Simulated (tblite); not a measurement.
Compound: C2H15B2NSi2.
Atom-mapped SMILES: `[BH2:1][CH2:2][CH2:3][B@@H-:4]([SiH3:5])[NH2+:6][SiH3:7]` (hydrogens: H8, H9 on B1; H10, H11 on C2; H12, H13 on C3; H14 on B4; H15, H16, H17 on Si5; H18, H19 on N6; H20, H21, H22 on Si7)

Computed with GFN2-xTB (tblite), gas phase: L-BFGS steps from a force-field or distance-geometry start until the largest atomic force falls under 0.01 eV/Å.

Step 38: E = -564.9694 eV
```
atom  x, y, z in Å  |  force x, y, z in eV/Å
B1     -3.3314   -1.2442   -0.1670    0.013  -0.020  -0.032
C2     -1.7733   -1.0507   -0.1347    0.012   0.039  -0.008
C3     -1.2827    0.3931   -0.4090    0.041  -0.011  -0.003
B4      0.3457    0.6236   -0.5463   -0.040  -0.074   0.036
Si5     0.8673    2.3683    0.2252    0.011  -0.041   0.009
N6      1.1453   -0.5474    0.3999   -0.002   0.049  -0.059
Si7     2.8597   -0.9155    0.0126   -0.033   0.018   0.028
H8     -4.0385   -0.4255    0.2658   -0.044   0.109   0.057
H9     -3.8031   -2.2297   -0.5865    0.008  -0.033  -0.030
H10    -1.2760   -1.7475   -0.8199    0.072   0.040   0.052
H11    -1.4711   -1.3219    0.8892    0.026  -0.048  -0.062
H12    -1.7163    1.0442    0.3591    0.001  -0.126   0.003
H13    -1.7363    0.7206   -1.3506    0.004  -0.012   0.047
H14     0.7212    0.3779   -1.6594    0.034   0.016   0.071
H15     0.3780    2.5383    1.6189   -0.030  -0.024  -0.015
H16     2.3213    2.5512    0.4486    0.060   0.061  -0.055
H17     0.4267    3.5944   -0.4479    0.018   0.039  -0.032
H18     1.0255   -0.2315    1.3588   -0.015  -0.029  -0.043
H19     0.5609   -1.3746    0.2831   -0.021   0.055   0.019
H20     3.6100    0.3271   -0.1057   -0.074  -0.056  -0.008
H21     3.3174   -1.7023    1.1686   -0.008  -0.010  -0.057
H22     2.8394   -1.7286   -1.2044   -0.034   0.059   0.082
```

Step 39: E = -564.9721 eV
```
atom  x, y, z in Å  |  force x, y, z in eV/Å
B1     -3.3261   -1.2565   -0.1661   -0.008   0.020  -0.001
C2     -1.7685   -1.0502   -0.1432    0.002   0.037   0.002
C3     -1.2863    0.3975   -0.4104    0.053   0.018   0.005
B4      0.3428    0.6300   -0.5475   -0.037  -0.027  -0.017
Si5     0.8723    2.3781    0.2221   -0.017  -0.109  -0.059
N6      1.1392   -0.5364    0.3997    0.004   0.019  -0.024
Si7     2.8518   -0.9230    0.0177   -0.061   0.048   0.027
H8     -4.0405   -0.4496    0.2884    0.025   0.027   0.004
H9     -3.7857   -2.2453   -0.5933   -0.010  -0.005  -0.022
H10    -1.2659   -1.7404   -0.8310    0.048   0.043   0.028
H11    -1.4604   -1.3271    0.8781    0.010  -0.028  -0.058
H12    -1.7226    1.0420    0.3617    0.014  -0.122   0.015
H13    -1.7412    0.7337   -1.3491    0.008  -0.048   0.058
H14     0.7147    0.3833   -1.6647    0.031   0.024   0.125
H15     0.3941    2.5387    1.6179   -0.046  -0.009   0.027
H16     2.3274    2.5522    0.4352    0.084   0.065  -0.051
H17     0.4340    3.6094   -0.4435    0.015   0.031  -0.027
H18     1.0214   -0.2131    1.3570   -0.004  -0.034  -0.059
H19     0.5496   -1.3623    0.2922   -0.001   0.073   0.011
H20     3.6166    0.3110   -0.0984   -0.077  -0.052  -0.007
H21     3.2966   -1.7162    1.1724    0.000  -0.019  -0.031
H22     2.8264   -1.7367   -1.1969   -0.035   0.048   0.054
```

Step 40: E = -564.9749 eV
```
atom  x, y, z in Å  |  force x, y, z in eV/Å
B1     -3.3224   -1.2599   -0.1652    0.014  -0.002  -0.017
C2     -1.7654   -1.0497   -0.1464    0.007   0.007   0.007
C3     -1.2870    0.3984   -0.4103    0.044   0.028   0.015
B4      0.3404    0.6305   -0.5461   -0.005   0.028  -0.047
Si5     0.8744    2.3807    0.2210   -0.024  -0.124  -0.098
N6      1.1353   -0.5315    0.3989   -0.003   0.010  -0.001
Si7     2.8453   -0.9245    0.0205   -0.064   0.039   0.012
H8     -4.0361   -0.4567    0.2956    0.015   0.025   0.005
H9     -3.7769   -2.2493   -0.5971   -0.022   0.007  -0.014
H10    -1.2595   -1.7360   -0.8348    0.034   0.026  -0.005
H11    -1.4524   -1.3311    0.8719   -0.004  -0.015  -0.034
H12    -1.7247    1.0372    0.3642    0.010  -0.087   0.040
H13    -1.7431    0.7385   -1.3465    0.006  -0.055   0.045
H14     0.7117    0.3853   -1.6641    0.032   0.021   0.125
H15     0.4004    2.5385    1.6168   -0.051  -0.001   0.052
H16     2.3305    2.5530    0.4280    0.083   0.063  -0.048
H17     0.4366    3.6133   -0.4438    0.016   0.021  -0.021
H18     1.0190   -0.2070    1.3551   -0.003  -0.015  -0.025
H19     0.5445   -1.3566    0.2969   -0.012   0.047  -0.006
H20     3.6153    0.3028   -0.0957   -0.050  -0.001  -0.008
H21     3.2851   -1.7202    1.1721    0.012  -0.042   0.010
H22     2.8185   -1.7365   -1.1923   -0.036   0.021   0.013
```

Task: Estimate the geometry and energy of step 41. (The exact step hangs on the optimiser's Hessian estimate; all steps are aligned on step 40, rigid shifts and turns removed.)

Result: E = -564.9781 eV, largest force 0.103 eV/Å
```
atom  x, y, z in Å  |  force x, y, z in eV/Å
B1     -3.3150   -1.2654   -0.1644    0.021  -0.009  -0.029
C2     -1.7590   -1.0493   -0.1511    0.010  -0.037   0.000
C3     -1.2870    0.4004   -0.4096    0.010   0.011   0.032
B4      0.3368    0.6319   -0.5455    0.033   0.083  -0.047
Si5     0.8770    2.3818    0.2169   -0.007  -0.061  -0.083
N6      1.1288   -0.5246    0.3980   -0.012   0.004   0.030
Si7     2.8340   -0.9262    0.0244   -0.035   0.005   0.003
H8     -4.0277   -0.4659    0.3056    0.014   0.008  -0.002
H9     -3.7650   -2.2543   -0.6032   -0.032   0.022  -0.004
H10    -1.2490   -1.7295   -0.8415    0.018   0.005  -0.046
H11    -1.4401   -1.3376    0.8629   -0.018   0.002   0.002
H12    -1.7275    1.0293    0.3690    0.007  -0.032   0.075
H13    -1.7464    0.7444   -1.3418   -0.002  -0.054   0.021
H14     0.7069    0.3874   -1.6616    0.045   0.008   0.075
H15     0.4099    2.5393    1.6165   -0.044  -0.003   0.035
H16     2.3364    2.5559    0.4177    0.044   0.048  -0.053
H17     0.4402    3.6189   -0.4447    0.021  -0.014  -0.006
H18     1.0153   -0.1979    1.3528   -0.009   0.010   0.022
H19     0.5365   -1.3486    0.3035   -0.033   0.011  -0.024
H20     3.6123    0.2919   -0.0917   -0.015   0.062  -0.009
H21     3.2673   -1.7266    1.1729    0.021  -0.057   0.040
H22     2.8050   -1.7358   -1.1867   -0.037  -0.010  -0.034
```

The energy changes by -0.0032 eV. The first-order estimate −F·Δx gives -0.0048 eV and the mean of the old and new forces, exact on a quadratic surface, -0.0032 eV. The step makes an angle of 74° with the force vector and moves no atom by more than 0.019 Å.

What follows is the cost of the whole relaxation. The run took 4.2 s wall on one thread of an Intel Xeon at 2.50 GHz, shared host with 64 logical CPUs at a one-minute load of 63.
